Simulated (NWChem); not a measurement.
System: BCl₂F; SMILES FB(Cl)Cl

Results from NWChem. Pople sets run with spherical d functions. Geometry: optimised at PBE0/def2-SVP. Ions are spin-unrestricted doublets at the neutral geometry; other ion states weren't tried.

```csv
level,"vertical ionisation energy, ΔSCF (eV)",−ε(HOMO) (eV),ΔSCF minus −ε(HOMO) (eV)
B3LYP/6-31G*,11.76,9.03,2.73
PBE/6-31G*,11.38,7.84,3.54
Hartree-Fock/6-31G*,11.93,12.86,-0.93
BHandHLYP/6-31G*,?,?,?
PBE0/6-31G*,11.88,9.38,2.50
```

Task: What belongs in the gaps?

Result: 
- BHandHLYP/6-31G*, vertical ionisation energy, ΔSCF (eV): 12.12
- BHandHLYP/6-31G*, −ε(HOMO) (eV): 10.69
- BHandHLYP/6-31G*, ΔSCF minus −ε(HOMO) (eV): 1.43
